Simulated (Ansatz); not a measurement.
A nudged elastic band was laid between two geometries of C2H6BBrSi (11 atoms, charge 0, multiplicity 1).

Computed with RKS BLYP-D4/def2-SVP (Ansatz).

| Item | Value |
| --- | --- |
| movable images | 7 |
| climbing image | yes |
| spring | 5.0 eV/Å² |
| optimiser | quadratic models (default) |
| start path | through a guess of the saddle point |
| force threshold | 0.05 eV/Å |
| iteration limit | 60 |
| end points | relaxed |

First end point:

```xyz
11
Properties=species:S:1:pos:R:3
C -1.221 -1.233 -0.077
Si -0.089 -0.078 0.907
Br 0.710 -1.309 2.631
B 0.717 1.587 0.398
C 0.914 1.133 -0.990
H -2.023 -1.594 0.598
H -0.667 -2.121 -0.443
H -1.684 -0.706 -0.933
H 1.349 2.355 1.080
H 0.260 0.464 -1.574
H 1.800 1.446 -1.577
```

Last end point:

```xyz
11
Properties=species:S:1:pos:R:3
C -1.192 -1.264 -0.066
Si 0.010 -0.164 0.897
Br 1.042 -1.526 2.384
B 0.706 1.575 0.475
C 0.775 1.249 -0.961
H -1.770 -0.676 -0.805
H -1.897 -1.722 0.657
H -0.660 -2.088 -0.582
H 1.380 2.302 1.160
H 0.082 0.612 -1.536
H 1.589 1.643 -1.601
```

Question: What changes between the two ends?

Answer: No bond is made or broken. The dihedral H8–C1–Si2–Br3 goes from 178 to -59°. The two ends are copies of one structure, up to a mirror image or an exchange of like atoms.

Question: What energy profile does the band end with?

Answer: The forces met the threshold. The highest image is number 6 of 0 to 8, 0.023 eV above the ends, which have the same energy within 2 meV. A structure lower than the first end lies on the path between it and the top, so the climb from that side starts below the end, which may itself be a saddle point or a shallow side well. A structure lower than the last end lies on the path between it and the top, so the climb from that side starts below the end, which may itself be a saddle point or a shallow side well. A vibrational analysis at the climbing image gives one clearly imaginary mode, 112i cm⁻¹: a first-order saddle point.

| image | path coordinate (Å) | energy (eV) | dihedral H8–C1–Si2–Br3 (°) |
| --- | --- | --- | --- |
| 0 | 0.00 | 0.000 | 178 |
| 1 | 0.64 | -0.001 | 176 |
| 2 | 1.27 | -0.008 | 175 |
| 3 | 1.91 | -0.012 | -179 |
| 4 | 2.55 | -0.007 | -168 |
| 5 | 3.18 | 0.011 | -146 |
| 6 | 3.82 | 0.023 | -121 |
| 7 | 5.15 | -0.008 | -66 |
| 8 | 6.49 | 0.000 | -59 |

Question: What is the geometry of the highest image?

Answer: 
```xyz
11
Properties=species:S:1:pos:R:3
C -1.106 -1.368 -0.046
Si 0.127 -0.321 0.943
Br 0.254 -1.201 3.017
B 1.108 1.215 0.319
C 0.721 1.428 -1.086
H -1.937 -0.727 -0.408
H -1.522 -2.190 0.564
H -0.603 -1.796 -0.938
H 1.883 1.838 1.007
H 0.000 0.814 -1.654
H 1.139 2.250 -1.698
```

Run time: 7.9 min on 2 threads of Arm Neoverse V2, with other jobs on the host, peak memory 0.18 GiB.
